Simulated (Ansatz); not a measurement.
Cost and result up the ladder for PbH4 (H4Pb) (5 atoms). Total charge 0; singlet. Geometry: PBE0-D4/def2-TZVP.

```xyz
5

Pb    0.0001    0.0000   -0.0001
H    -0.1598   -1.0684   -1.3753
H    -1.5882    0.4243    0.5961
H     0.8477    1.4510   -0.4842
H     0.9003   -0.8068    1.2635
```

Ansatz on 4 threads of Intel Xeon on a shared host. Times are rough, and most runs start from the orbitals of an earlier one. CAM-B3LYP-D4/def2-TZVP serves as the yardstick here, not as an exact answer. Differences are given only for rows in sets of like size (and for xTB, whose basis is part of the method), since another set adds its own error. Binding counts from free atoms at the same level (Pb triplet, H doublet; other spins of the atoms weren't run), without zero-point energy or a counterpoise term.

In the def2 sets Pb takes a core potential; there is no spin–orbit coupling. HSE06 is defined as in plane-wave codes, on full-range PBE exchange. Correlated methods freeze 4 core orbitals; core or outer-core shells of Pb are correlated, in sets that lack core-valence functions.

Correlated methods converge slowly with the basis.

```
                          level  functions  wall time  binding energy per atom (eV)  difference from CAM-B3LYP-D4/def2-TZVP (eV)
                   HF/def2-TZVP         74      1.6 s                          1.31                                        -0.68
          LDA (SPW92)/def2-TZVP         74      1.7 s                          2.26                                         0.27
                PBE-D4/def2-SVP         46      1.8 s                          1.90                                            –
               PBE-D4/def2-TZVP         74      2.2 s                          1.92                                        -0.07
               PBE0-D4/def2-SVP         46      2.6 s                          1.89                                            –
             HSE06-D4/def2-TZVP         74      2.7 s                          1.91                                        -0.08
                  MP2/def2-TZVP         74      2.9 s                          1.70                                        -0.29
            r2SCAN-D4/def2-TZVP         74      3.1 s                          1.94                                        -0.05
         CAM-B3LYP-D4/def2-TZVP         74      3.2 s                          1.99                                         0.00
           r2SCAN0-D4/def2-TZVP         74      3.5 s                          1.93                                        -0.06
PBE0-D4/def2-TZVP (with forces)         74      3.9 s                          1.91                                        -0.08
               B97M-V/def2-TZVP         74      5.5 s                          2.05                                         0.06
             CCSD(T)/def2-TZVPP        106       13 s                          1.94                                        -0.05
```
